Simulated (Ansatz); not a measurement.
Reaction (ligand exchange at the Si–Cl bond): `N[SiH](Cl)Cl` + `N[SiH](F)S` → `N[Si@H](F)S[Si@@H](N)Cl` + HCl

Program: Ansatz. Geometries: PBE0-D4/def2-TZVP. ΔE: electronic, gas phase. CCSD(T)/CBS is the MP2 limit (def2-TZVPP, def2-QZVPP) plus CCSD(T) − MP2 in def2-TZVPP, frozen cores. This one scheme is used for every species. DFT in def2-TZVPP. B3LYP here is the variant with VWN-RPA as its local correlation; programs differ in this. One conformer a species, not always the lowest.

```csv
level,ΔE (kJ/mol),difference from CCSD(T)/CBS
PBE0-D4,30.5,-3.8
B3LYP-D4,32.5,-1.8
ωB97X-V,36.7,2.4
ωB97M-V,36.1,1.8
B2PLYP,42.7,8.4
PBE,39.7,5.4
r2SCAN,38.0,3.7
PBE0,39.6,5.3
B3LYP,48.0,13.7
MP2/def2-TZVPP,33.0,-1.3
CCSD/def2-TZVPP,37.4,3.1
HF/def2-QZVPP,53.2,18.9
MP2/def2-QZVPP,33.3,-1.0
HF/CBS(def2),53.3,19.0
MP2/CBS(def2),33.1,-1.2
CCSD/CBS(def2),37.5,3.2
CCSD(T)/CBS,34.3,0
```

Largest T1 diagnostic among the species: 0.011.

The D4 term adds −15.5 kJ/mol with B3LYP and −9.2 kJ/mol with PBE0; it sums over pairs of atoms, weighted by their polarisabilities, and B3LYP, whose exchange is more repulsive, gets the larger term. In def2-TZVPP, CCSD(T) changes the Hartree–Fock value by −18.4 kJ/mol (the triples alone add −3.2 kJ/mol) and MP2 by −19.5 kJ/mol.
